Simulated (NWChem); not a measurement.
System: CH$_{4}$GeO, singlet; SMILES C[O][GeH]

NWChem input:

```
start job
memory heap 200 mb stack 700 mb global 900 mb
geometry units angstroms noautoz
  Ge    -0.039931    -0.814947     0.000000
  H     -1.613786    -0.423627     0.000000
  O      0.537890     0.866768     0.000000
  C     -0.199695     2.053722     0.000000
  H      0.052519     2.656627     0.889255
  H      0.052519     2.656627    -0.889255
  H     -1.290497     1.870184     0.000000
end
basis spherical
  Ge library 6-31g*
  H library 6-31g*
  O library 6-31g*
  C library 6-31g*
end
dft
  xc b3lyp
  iterations 150
  mulliken
end
task dft energy
```

Low-valent species are run as closed-shell singlets; no triplet was tried in these runs. The geometry was optimised at PBE0/def2-SVP.

**Question.** Give the results of this calculation. (B3LYP/6-31G* (spherical d).) Quantities: energy (Ha); highest occupied level (eV); orbital gap (eV); dipole (D).

**Answer.** 
```
Item                            Value
---------------------------  --------
energy (Ha)                  -2192.48
highest occupied level (eV)     -6.63
orbital gap (eV)                 4.32
dipole (D)                       1.16
```
